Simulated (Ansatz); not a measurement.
SiAsH₇O, closed shell: a nudged elastic band.

in.yaml

```yaml
crystal:
  periodic: [false, false, false]
  atoms:
    - {symbol: Si, position_ang: [-0.687643, 1.405329, -0.712611]}
    - {symbol: O, position_ang: [-1.251067, 1.088759, 0.804105]}
    - {symbol: H, position_ang: [-1.434664, 0.505796, -1.619778]}
    - {symbol: H, position_ang: [-0.917368, 2.825688, -1.095208]}
    - {symbol: H, position_ang: [0.772703, 1.131926, -0.821370]}
    - {symbol: H, position_ang: [0.030234, -1.501962, 0.781988]}
    - {symbol: As, position_ang: [1.026950, -2.174723, -0.149241]}
    - {symbol: H, position_ang: [-0.889717, 1.598020, 1.530210]}
    - {symbol: H, position_ang: [2.206313, -1.487635, 0.523668]}
    - {symbol: H, position_ang: [1.144161, -3.391299, 0.758238]}
basis:
  gaussian: {orbitals: def2-SVP}
hamiltonian: {xc: pbe0, dispersion: d4}
neb:
  images: 5
  climbing: true
  max_iterations: 3
  initial_path: idpp
  final_atoms:
    - {symbol: Si, position_ang: [0.273888, 0.595848, -1.002961]}
    - {symbol: O, position_ang: [-1.388624, -0.084342, 1.591584]}
    - {symbol: H, position_ang: [-1.184555, 0.809119, -1.193051]}
    - {symbol: H, position_ang: [0.771619, 1.554732, 0.018001]}
    - {symbol: H, position_ang: [0.935626, 0.912483, -2.299213]}
    - {symbol: H, position_ang: [-1.120349, 0.646348, 2.153917]}
    - {symbol: As, position_ang: [0.711311, -1.670548, -0.488448]}
    - {symbol: H, position_ang: [-2.249315, 0.165156, 1.246553]}
    - {symbol: H, position_ang: [2.152221, -1.557782, -0.973500]}
    - {symbol: H, position_ang: [1.098076, -1.371114, 0.947118]}
```

Command:

```bash
ansatz run in.yaml --threads 4 --pin off --events-out ev --progress --plain --max-ram 9574MiB
```

The run's output (Ansatz 0.2.0):

```
Functional definition: PBE0
  name "PBE0"
  cite "Adamo & Barone, J. Chem. Phys. 110, 6158 (1999) doi:10.1063/1.478522"
  cite "Perdew, Burke & Ernzerhof, Phys. Rev. Lett. 77, 3865 (1996) doi:10.1103/PhysRevLett.77.3865"
  parent pbe
  parameter a = 0.25
  parameter kappa = 0.804
  parameter beta = 0.06672455060314922
  exchange = (1 - a)*pbe_x(kappa = kappa, mu = beta*pi^2/3) + a*exact_x
  correlation = pbe_c(beta = beta)
1039 factors; integrals over basis functions are off by at most 3.5e-4 eV
mean field evaluation 1: about -70852.1389 eV, gradient 4.4e1 eV
mean field evaluation 2: about -70846.7335 eV, gradient 7.0e1 eV
mean field evaluation 4: about -70855.5084 eV, gradient 7.3e-1 eV
mean field evaluation 8: about -70855.5162 eV, gradient 1.2e-2 eV
mean field -70855.51624468 eV, -2603.8921943981 hartree, gradient 1.3e-5 eV, S^2 0.000000; 0 other end points of the search recorded, 0 dependent functions left out
the calculation of the forces begins
reference -70855.51627182 eV, -2603.8921953953 hartree; 31, 31 occupied and 68, 68 virtual orbitals, 1039 factors
1036 factors; integrals over basis functions are off by at most 8.7e-4 eV
mean field evaluation 16: about -70848.9908 eV, gradient 6.0e1 eV
mean field -70855.19485772 eV, -2603.8803836453 hartree, gradient 1.9e-5 eV, S^2 0.000000; 0 other end points of the search recorded, 0 dependent functions left out
the calculation of the forces begins
reference -70855.19488341 eV, -2603.8803845891 hartree; 31, 31 occupied and 68, 68 virtual orbitals, 1036 factors
WARN: NEB end point (image 0): max|allowed force component| = 4.459e-1 eV/Å (the criterion of neb.relax_end_points is 1.000e-2). That is over neb.f_tol: it is no minimum, so the barrier can be far off. Relax it first
WARN: NEB end point (image 6): max|allowed force component| = 3.066e-1 eV/Å (the criterion of neb.relax_end_points is 1.000e-2). That is over neb.f_tol: it is no minimum, so the barrier can be far off. Relax it first
1039 factors; integrals over basis functions are off by at most 4.4e-4 eV
mean field evaluation 32: about -70853.6099 eV, gradient 2.1e0 eV
mean field -70853.63567785 eV, -2603.8230848417 hartree, gradient 5.8e-5 eV, S^2 0.000000; 0 other end points of the search recorded, 0 dependent functions left out
the calculation of the forces begins
reference -70853.63570444 eV, -2603.8230858188 hartree; 31, 31 occupied and 68, 68 virtual orbitals, 1039 factors
1039 factors; integrals over basis functions are off by at most 5.8e-4 eV
mean field -70850.46621292 eV, -2603.7066091541 hartree, gradient 5.6e-5 eV, S^2 0.000000; 0 other end points of the search recorded, 0 dependent functions left out
the calculation of the forces begins
reference -70850.46623946 eV, -2603.7066101295 hartree; 31, 31 occupied and 68, 68 virtual orbitals, 1039 factors
1040 factors; integrals over basis functions are off by at most 7.5e-4 eV
mean field evaluation 64: about -70848.9797 eV, gradient 8.1e0 eV
mean field -70849.12493163 eV, -2603.6573179756 hartree, gradient 9.1e-6 eV, S^2 0.000000; 0 other end points of the search recorded, 0 dependent functions left out
the calculation of the forces begins
reference -70849.12495835 eV, -2603.6573189578 hartree; 31, 31 occupied and 68, 68 virtual orbitals, 1040 factors
1038 factors; integrals over basis functions are off by at most 8.3e-4 eV
mean field -70850.76200884 eV, -2603.7174794535 hartree, gradient 4.7e-5 eV, S^2 0.000000; 0 other end points of the search recorded, 0 dependent functions left out
the calculation of the forces begins
reference -70850.76203496 eV, -2603.7174804135 hartree; 31, 31 occupied and 68, 68 virtual orbitals, 1038 factors
1040 factors; integrals over basis functions are off by at most 5.4e-4 eV
mean field evaluation 96: about -70849.6679 eV, gradient 4.4e1 eV
mean field -70853.44659106 eV, -2603.8161360306 hartree, gradient 5.1e-5 eV, S^2 0.000000; 0 other end points of the search recorded, 0 dependent functions left out
the calculation of the forces begins
reference -70853.44661774 eV, -2603.8161370110 hartree; 31, 31 occupied and 68, 68 virtual orbitals, 1040 factors
NEB iter   1: max|band force component| = 6.102e0 eV/Å  barrier→ = 6.3531 eV  barrier← = 6.0537 eV  Δτ_max = 0.2000 Å  (179 SCF iters)
NEB iter   2: max|band force component| = 5.657e0 eV/Å  barrier→ = 4.9077 eV  barrier← = 4.6082 eV  Δτ_max = 0.2000 Å  (149 SCF iters)
NEB iter   3: max|band force component| = 5.085e0 eV/Å  barrier→ = 3.5317 eV  barrier← = 3.2323 eV  Δτ_max = 0.2000 Å  (142 SCF iters)
Error: NEB band did not converge after 3 iterations: max|band force component| = 5.08e0 eV/Å (threshold 5.0e-2); raise `neb.max_iterations` in a new run, which can start from the last band evaluated (`neb.initial_path`, with `crystal.atoms` and `neb.final_atoms` set to its first and last images), add images, or start from endpoints closer to local minima. Where this run's directory can be resumed (`checkpoint.write`), a resume goes on for up to `neb.max_iterations` more; to start a new run from the last band, take its images' positions from the `neb_iteration` event of iteration 3 (`data.images[].positions_ang`), in the event stream of the run that computed that iteration (not this run's, if it was resumed behind it). With `checkpoint.write`, `steps/00-neb/state/checkpoint.json` in the run directory holds the last saved band, under `neb.evaluated.images[].positions_ang` (a band under a hybrid functional on support functions is neither saved nor resumed: `neb.initial_path` says where its path is): check the last entry of `neb.iterations` there, which is earlier than 3 if that iteration was not saved or its write failed. If the band's step has no `state` directory and holds `state.next`, a write was cut short, and the file is under `state.next` instead (behind a loss of power it can be under `state.prev`)
a run's events are kept only if it was started with --events-out <file>, and are in that file

[the SCF lines of later steps are left out]
```

The lines “mean field evaluation” count trial sets of orbitals through the whole run, from several starts and some on an approximate energy, so they need not fall steadily or lie above the final value.

Hardware: 4 CPU threads of an Arm Neoverse V2, shared host. Wall time about 19 s.


The run did not converge within its limit. Three iterations were allowed, too few to relax the band.